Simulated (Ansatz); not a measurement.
Ansatz results at the PBE0-D4/def2-TZVP geometry: HOMO–LUMO gap (PBE0/def2-TZVPP) 7.02 eV; LUMO energy (B3LYP/def2-TZVPP) -0.64 eV; HOMO–LUMO gap (ωB97M-V/def2-TZVPP) 10.82 eV.

Each molecule was computed in one conformer, which needn't be the lowest.

Task: Which molecule gave them?
A. `[OH][Al]([Cl])[Br]`
B. `CSC[CH2][AlH2]`
C. `CCC[S][AlH2]`
D. `C[CH2][Al]([CH3])[SH]`

Result: D. The others give `CSC[CH2][AlH2]`: 7.13, -0.25, 10.87; `[OH][Al]([Cl])[Br]`: 7.77, -1.35, 11.67; `CCC[S][AlH2]`: 5.90, -1.45, 9.68.

B3LYP here is the variant with VWN-RPA as its local correlation; programs differ in this.
